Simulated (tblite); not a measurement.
Compound: C7H7O (doublet state).
SMILES with atom numbers: `[CH3:1][c:2]1[cH:3][cH:4][c:5]([O:6])[cH:7][cH:8]1` (hydrogens: H9, H10, H11 on C1; H12 on C3; H13 on C4; H14 on C7; H15 on C8)

Structure optimised with GFN2-xTB, isolated species. This method treats the open shell by occupation alone, without spin polarisation.

(1) What internal coordinates does the optimisation give?

Results:

(1) 
| bond | length (Å) |
| --- | --- |
| C1–C2 | 1.489 |
| C2–C3, C2–C8 | 1.405 |
| C3–C4, C7–C8 | 1.363 |
| C4–C5, C5–C7 | 1.451 |
| C5–O6 | 1.237 |
| C1–H9, C1–H10, C1–H11 | 1.089 |
| C3–H12, C8–H15 | 1.082 |
| C4–H13, C7–H14 | 1.080 |

Bonds in one row agree within 0.01 Å and their mean is given. A selection of angles:
| angle | degrees |
| --- | --- |
| C1–C2–C3 | 120.1 |
| C1–C2–C8 | 121.2 |
| C3–C2–C8 | 118.7 |
| C2–C3–C4 | 121.4 |
| C3–C4–C5 | 121.5 |
| C4–C5–O6 | 122.3 |
| C4–C5–C7 | 115.4 |

The 7 C–C bonds span 1.363 Å (C3–C4, aromatic) to 1.489 Å (C1–C2, drawn single), a spread of 0.126 Å. The 6-membered ring C2–C3–C4–C5–C7–C8 has internal angles of 115.4° to 121.5°; it is planar, 0.00 Å rms from its mean plane, widest ring torsion 0°. The 8 heavy atoms lie in one plane (0.003 Å rms). Of the pairs four or more bonds apart, H11···H15 is among the closest relative to their van der Waals radii: 2.38 Å, 99 % of the sum of Bondi's values. C3 (carbon bonded to 2 C and H) is planar (angles 121.4°, 120.1° and 118.5°, sum 360.0°, 0.00 Å off the plane of its three neighbours). C2 (carbon bonded to 3 C) is planar (angles 121.2°, 120.1° and 118.7°, sum 360.0°, 0.01 Å off the plane of its three neighbours). C4 (carbon bonded to 2 C and H) is planar (angles 121.5°, 121.5° and 117.0°, sum 360.0°, 0.00 Å off the plane of its three neighbours).

Its GFN2-xTB frequencies are all real (lowest 29 cm⁻¹).

On Arm Neoverse V2, one thread, on a shared host, this took 0.12 s of wall time. That covers the optimisation of the geometry.

All values are computed, not measured.
